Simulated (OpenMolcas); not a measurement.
Be I: effect of the active space

| Item | Value |
| --- | --- |
| Program | OpenMolcas |
| Method | SS-CASPT2 or its RAS form, IPEA 0.25 Eh, imaginary shift 0.1 Eh |
| Basis | ANO-RCC-VTZP |
| Scalar Hamiltonian | DKH2, point nucleus |
| Spin-orbit coupling | state interaction with AMFI integrals over the reference wave functions, term energies averaged over their components |

A. 2 electrons in 4 orbitals (2s 2p); 2S+1 = 3 even, 3 roots; 2S+1 = 1 even, 6 roots; 2S+1 = 3 odd, 3 roots; 2S+1 = 1 odd, 3 roots; closed shells correlated: 1s; CASPT2 step about 1.9 core-seconds
B. 2 electrons in 8 orbitals (2s 2p 3s 3p); 2S+1 = 3 even, 3 roots; 2S+1 = 1 even, 6 roots; 2S+1 = 3 odd, 3 roots; 2S+1 = 1 odd, 3 roots; closed shells correlated: 1s; CASPT2 step of the order of 2.5 core-seconds
C. 2 electrons in 9 orbitals (RAS2 2s 2p; RAS3 3d, at most 2 electrons); 2S+1 = 3 even, 3 roots; 2S+1 = 1 even, 6 roots; 2S+1 = 3 odd, 3 roots; 2S+1 = 1 odd, 3 roots; closed shells correlated: 1s; CASPT2 step of the order of 4 core-seconds

Energies in cm-1 above 2s2 1S0, the measured ground level; measured values from NIST Handbook of Basic Atomic Spectroscopic Data.

| Level | A | B | C | Measured |
| --- | --- | --- | --- | --- |
| 2s2 1S0 | 0.0 | 0.0 | 0.0 | 0.0 |
| 2s 2p 3P* 0 | 22005 | 22306 | 21839 | 21978 |
| 2s 2p 3P* 1 | 22006 | 22307 | 21840 | 21979 |
| 2s 2p 3P* 2 | 22008 | 22309 | 21842 | 21981 |
| 2s 2p 1P* 1 | 45865 | 45388 | 43860 | 42565 |
| 2p2 3P0 | 60256 | 60405 | 60031 | 59694 |
| 2p2 3P1 | 60256 | 60406 | 60032 | 59695 |
| 2p2 3P2 | 60258 | 60408 | 60034 | 59697 |
| 2p2 1D2 | 63021 | 62919 | 60728 | 56882 |

Deviations, from unrounded energies. A percentage is the sum of absolute deviations over the sum of measured energies, with the sign that they share, or ± where signs differ.

```tsv
Against measurement	Levels	A	B	C
mean absolute deviation (cm-1)	8	1400	1500	820
other configurations (%)	8	+3.3	+3.5	±1.9
```

C lies closest to measurement on these levels and B furthest from it. The largest miss of C in the table is 2p2 1D2, by +3800 cm-1. The ranking rests on the paired levels alone, and a cruder setting can come out closer through cancelling errors.

Among A to C the level of the table that moves most is 2p2 1D2, by 2300 cm-1 (lowest in C, highest in A).

Active for correlation alone: 3p 3s; no level in the range computed is led by a configuration that fills them, so any true level of that kind is missing (holds for B). Active for correlation alone: 3d; no level in the range computed is led by a configuration that fills it, so any true level of that kind is missing (holds for C). Computed and measured levels are paired by configuration, term and J; levels that our copy of the source lacks, or whose pairing is in doubt (as where it misses far off the trend of its configuration), stay unpaired and out of the deviations. Only configurations of the active space appear.

* marks odd parity.
